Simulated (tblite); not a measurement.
Species: C7H11O2P.
Numbering: `[CH2:1]=[CH:2][P:3]1(=[O:4])[CH2:5][CH2:6][C:7](=[O:8])[CH2:9][CH2:10]1` (hydrogens: H11, H12 on C1; H13 on C2; H14, H15 on C5; H16, H17 on C6; H18, H19 on C9; H20, H21 on C10)

Cartesian coordinates in Å at the GFN2-xTB level; atoms count from 1:
```xyz
21
C7H11O2P angstrom
C     -3.2008    1.2064   -0.1484
C     -2.1495    0.7883    0.5353
P     -0.6722    0.2661   -0.3743
O     -0.7737    0.3567   -1.8343
C     -0.2640   -1.4217    0.2366
C      1.1173   -1.7700   -0.3198
C      2.1651   -0.8195    0.2190
O      3.0448   -1.1759    0.9603
C      2.0128    0.6171   -0.2330
C      0.7295    1.2274    0.3322
H     -4.1162    1.5313    0.3197
H     -3.1596    1.2305   -1.2265
H     -2.1307    0.7432    1.6142
H     -0.2691   -1.4595    1.3260
H     -1.0128   -2.1185   -0.1477
H      1.3924   -2.7926   -0.0510
H      1.0823   -1.6799   -1.4090
H      2.8858    1.1872    0.0934
H      1.9532    0.6421   -1.3245
H      0.7246    1.1914    1.4216
H      0.6317    2.2669    0.0096
```

Computed values, GFN2-xTB/tblite, gas phase, harmonic and unscaled. Against measured fundamentals such values can be off by several per cent, at times by over 20. One conformer, not necessarily the lowest.

Harmonic wavenumbers (cm⁻¹): 55.4, 69.7, 126.2, 135.1, 179.5, 197.2, 265.8, 299.7, 319.9, 358.4, 416.1, 475.2, 492.1, 543.7, 654.4, 691.7, 698.6, 743.0, 776.6, 800.0, 882.5, 889.3, 910.1, 961.9, 984.1, 1008.5, 1014.4, 1044.5, 1049.5, 1099.7, 1110.4, 1162.4, 1215.9, 1227.9, 1245.3, 1249.0, 1271.0, 1288.7, 1303.8, 1376.1, 1422.5, 1430.1, 1444.2, 1458.1, 1659.3, 1776.1, 2954.0, 2956.0, 2961.5, 2966.4, 2980.3, 2981.2, 2983.8, 2987.4, 3062.5, 3082.6, 3114.1.

A = 2580, B = 749.1, C = 714.1 MHz; mass 158.050 u (most abundant isotopes); point group Cs, symmetry number 1.

**Question.** Zero-point energy?

**Answer.** Half the sum of the wavenumbers: 36407 cm⁻¹ = 104.09 kcal/mol.

**Question.** Entropy at 350 K, 1 bar (ideal gas, RRHO, classical rotation)?

**Answer.** Translation 41.91, rotation 30.31, vibration 36.61: S = 108.8 cal/(mol K).

**Question.** And Cp and H(350 K) − H(0)?

**Answer.** Cp = 48.32 cal/(mol K), of which vibrations give 40.38 (their classical limit is 57 R = 113.3); H(350 K) − H(0) = 9.69 kcal/mol without the zero-point energy, 6.91 from vibrations.

**Question.** Blend soft modes into free rotors: weight 1/[1 + (100 cm⁻¹/ν̃)⁴] for the oscillator and the rest for a rotor with moment μB/(μ + B), μ = h/(8π²ν), B = 10⁻⁴⁴ kg m². What vibrational entropy results?

**Answer.** 34.23 cal/(mol K) in place of 36.61, which changes −T·S at 350 K by +0.83 kcal/mol.

**Question.** How do the functions run with temperature in this model?

**Answer.** 
| T (K) | S (cal/(mol K)) | Cp (cal/(mol K)) | H − H(0) (kcal/mol) | G − H(0) (kcal/mol) | ln q(vib) |
| --- | --- | --- | --- | --- | --- |
| 50 | 59.5 | 13.0 | 0.49 | -2.48 | 0.43 |
| 100 | 70.5 | 19.2 | 1.30 | -5.75 | 1.58 |
| 298.15 | 101.6 | 42.2 | 7.34 | -22.94 | 7.02 |
| 373.15 | 112.0 | 51.0 | 10.84 | -30.95 | 9.14 |
| 500 | 128.8 | 63.7 | 18.15 | -46.23 | 12.77 |
| 750 | 158.1 | 81.0 | 36.40 | -82.20 | 19.76 |
| 1000 | 183.0 | 92.0 | 58.12 | -124.93 | 26.33 |

q(vib) and H(0) count from the zero-point level.

**Question.** What must be added to the electronic energy to get the Gibbs energy at 350 K and 1 bar?

**Answer.** ZPE + [H(350 K) − H(0)] − T·S = 104.09 + 9.69 − 38.09 = 75.69 kcal/mol.

**Question.** Which modes carry the vibrational entropy at 350 K?

**Answer.** 55.4 cm⁻¹: 4.93; 69.7 cm⁻¹: 4.48; 126.2 cm⁻¹: 3.31; 135.1 cm⁻¹: 3.18; 179.5 cm⁻¹: 2.64; 197.2 cm⁻¹: 2.46 cal/(mol K); the other 51 give 15.61 together.

Hindered rotation and anharmonicity are outside this model. Other conformers, if any are populated, would add a mixing term that is left out.

Hardware: one thread of an Arm Neoverse V1 (shared host). Cost: 0.97 s. This covers the Hessian and the dipole derivatives.
